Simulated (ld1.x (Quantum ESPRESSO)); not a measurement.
iodine: TM pseudisation with PBE, scalar-relativistic reference atom.

iodine, norm-conserving Troullier–Martins (Kleinman–Bylander form), made with ld1.x (Quantum ESPRESSO) 7.5 (PBE, scalar-relativistic). Core [Kr] 4d10, reference 5s2 5p2 (charge +3). Waves: 5s (bound): rc 1.30 bohr; 5p (bound): rc 1.75 bohr. Local part: all-electron potential smoothed inside 1.00 bohr (lloc = -2). Core correction: a·sin(br)/r model core inside 0.70 bohr.

All-electron outer shells of the reference configuration (PBE, scalar-relativistic, ld1.x):

```json
{"shell": "5s", "level (eV)": "-46.46", "outermost node (bohr)": "0.88", "outermost maximum (bohr)": "1.66"}
{"shell": "5p", "level (eV)": "-34.29", "outermost node (bohr)": "0.95", "outermost maximum (bohr)": "1.88"}
```

What the tests gave:

```
Cutoffs needed      : 110 Ry and 230 Ry (the cutoffs (Ry, on a coarse ladder) from which the occupation-weighted sum of valence levels, in a spherical-Bessel basis at the reference potential, stays within 10 and 1 mRy of its value at 400 Ry)
Ghost test          : ghost states, extra bound levels that the all-electron valence spectrum of the same l lacks: s at -129.5 eV, d at -61.4 eV, p at -51.7 eV; a true bound ghost makes a file unfit for plane-wave use (spherical-Bessel basis up to 400 Ry, 20 bohr box)
Configuration tests : 2 of 7 tests not solved or not reliable; not counted: 5s2 5p5 (pseudo-atom not self-consistent, printed error +311 meV); 5s2 5p5.3 (pseudo-atom not self-consistent, printed error +1.2 eV)
```

Generation and tests took about 2.2 s on one core of a shared server CPU.
